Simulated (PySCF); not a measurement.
Input file for PySCF: R-BP86/6-31G* on CH2BrN (a complex), monomers drawn apart or pushed together.

```python
from pyscf import gto, scf, dft, mp
from pyscf.data.elements import chemcore

mol = gto.M(
    atom='''
    C    -0.43984196   -0.08430315   -0.45793347
    N    -0.26343036   -0.21408534    0.66507120
    H    -0.60444194    0.03680709   -1.50541032
    Br    0.41160455   -0.71033234    4.95301659
    H     0.18965007   -0.54672681    3.54433038
    ''',
    basis='6-31g*',
    cart=True,
    charge=0, spin=0, verbose=3, max_memory=1800)
mf = dft.RKS(mol, xc='b88,p86')
mf.conv_tol = 1e-8
mf.max_cycle = 100
mf.kernel()
if not mf.converged:
    mf = mf.newton().run(mf.mo_coeff, mf.mo_occ)
```

It printed:

```
converged SCF energy = -2668.15261881191
```

Self-consistency was reached.

Cost: roughly 4 core-seconds.
